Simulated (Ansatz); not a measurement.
Cartesian coordinates (Å):
```xyz
5

C     -0.6057    -0.0193     0.1266
C      0.7048     0.0225    -0.1473
S      2.1876     0.0699    -0.4572
H     -1.1406     0.8900     0.3938
H     -1.1461    -0.9631     0.0841
```
Charge +1, spin multiplicity 2.

Computed with frozen-core CCSD(T)/cc-pVTZ // B3LYP-D3(BJ)/def2-TZVP (Ansatz, a quantum-chemistry and plane-wave program).

```json
{
 "HF energy": "-474.14166 Ha",
 "MP2 correlation energy": "-0.41908 Ha"
}
```

### Question
Estimate the CCSD correlation energy, the (T) correction, the total energy and the T1 diagnostic.

### Answer

```yaml
CCSD correlation energy: -0.46047 Ha
"(T) correction": -0.02508 Ha
CCSD(T) total energy: -474.62720 Ha
T1 diagnostic: 0.042
```
